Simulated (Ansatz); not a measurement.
`[CH3][W](=[S])(=[S])[Cl]` + NH₃ → `[CH3][W]([NH2])(=[S])=[S]` + HCl at 500 K and 1 bar (ligand exchange at a W–Cl bond).

Gas-phase electronic energies from Ansatz, PBE0-D4/def2-TZVP geometries. CCSD(T)/CBS adds triple-zeta CCSD(T) − MP2 to the extrapolated MP2 energy (def2 sets, frozen cores). This one scheme is used for every species. Elements past krypton have def2 core potentials. For W outer-core shells are correlated without core-valence functions, which leaves a few kJ/mol of doubt a bond. One conformer a species, not always the lowest.

| species | CCSD(T)/CBS energy (Eh) | H − E (kJ/mol) | S (J/(mol·K)) |
| --- | --- | --- | --- |
| `[CH3][W](=[S])(=[S])[Cl]` | -1362.29591 | 153.1 | 441.7 |
| NH₃ | -56.50880 | 108.2 | 211.8 |
| `[CH3][W]([NH2])(=[S])=[S]` | -958.40741 | 222.0 | 446.4 |
| HCl | -460.38127 | 32.5 | 201.9 |

H − E and S are ideal-gas, rigid-rotor, harmonic terms from PBE0-D4/def2-TZVP, for one conformer and one mirror image of each species. 1 Eh = 2625.50 kJ/mol, R = 8.31446 J/(mol·K).

Problem. By hand: ΔE, ΔH, ΔS and ΔG.

Solution. ΔE = (-958.40741) + (-460.38127) − (-1362.29591) − (-56.50880) = 0.01603 Eh = 42.1 kJ/mol. Δ(H − E) = 222.0 + 32.5 − 153.1 − 108.2 = -6.8, so ΔH = 35.3 kJ/mol. ΔS = 446.4 + 201.9 − 441.7 − 211.8 = -5.2 J/(mol·K). ΔG = 35.3 − 500 × (-5.2)/1000 = 37.9 kJ/mol.

Problem. By hand: the equilibrium constant, and the temperature at which ΔG would vanish if ΔH and ΔS stayed fixed.

Solution. log₁₀ K = −ΔG/(RT ln 10) = -4.0. ΔH and −TΔS have one sign here, so there is no such temperature.

The number of gas molecules stays the same, so ΔS is small and ΔH decides. A doubt of 5 kJ/mol in ΔE shifts log₁₀ K by 0.5 here. Other conformers and mirror images would add mixing entropy, several J/(mol·K) or more a flexible species. These are equilibria of isolated gas molecules and say nothing of rates. Largest T1 diagnostic: 0.022 (customary marks: 0.02 for closed shells, 0.045 for open ones).

ΔS is within the doubt of such terms, so its sign, and with it that verdict, could turn.
